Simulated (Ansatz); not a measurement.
Harmonic frequencies (cm⁻¹) at PBE0-D4/def2-TZVP from Ansatz: 105, 202, 229, 258, 391, 508, 552, 652, 817, 877, 880, 905, 1003, 1096, 1140, 1272, 1346, 1401, 1470, 1493, 2146, 2159, 2169, 3047, 3054, 3123, 3132.

**Question.** Which molecule is it?
A. `FC[CH2][GeH3]`
B. `OC[SiH](F)CF`
C. `[BH2][GaH][SiH2]C`
D. `C[CH](F)[GeH3]`

**Answer.** D.
